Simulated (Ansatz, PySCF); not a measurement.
Process, species as SMILES: C1=CC1 → [CH]1C=C1 + H atom (the C-H bond at the site shown breaks; other sites are not compared here)
Structures are relaxed separately at B3LYP-D3(BJ)/def2-TZVP in Ansatz (a quantum-chemistry and plane-wave program).
Geometry of the first species:
SMILES: C1=CC1
```xyz
7

C     -0.0054     0.0051     0.8609
C     -0.0002    -0.6463    -0.4958
C      0.0065     0.6404    -0.5035
H      0.9023     0.0040     1.4624
H     -0.9206     0.0134     1.4509
H     -0.0016    -1.5779    -1.0322
H      0.0147     1.5655    -1.0509
```
Charge 0, spin multiplicity 1.

Property: bond dissociation energy (enthalpy at 298 K, with B3LYP-D3(BJ) rigid-rotor harmonic-oscillator terms from PySCF), in kcal/mol. Cores are frozen in the correlated levels unless marked. UHF or UKS for open shells. No spin-orbit coupling. No relativistic terms. Basis-set limits of correlation are two-point, X^-3; Hartree-Fock from the larger set. [CCSD(T)-MP2]/basis is that difference in the basis named.

| level | program | bond dissociation energy (kcal/mol) |
|---|---|---|
| RI-HF/cc-pVQZ | Ansatz | 75.1 |
| revPBE-D4/def2-TZVPD | Ansatz + dftd4 | 94.6 |
| r2SCAN/def2-TZVPD | Ansatz | 94.4 |
| PBE0/STO-3G | Ansatz | 126.5 |

Estimate the value at RI-MP2/CBS(cc-pVTZ,cc-pVQZ)+[CCSD(T)-MP2]/cc-pVTZ as computed with Ansatz.

100.8 kcal/mol, so PBE0/STO-3G differs from it by 25.7 kcal/mol.
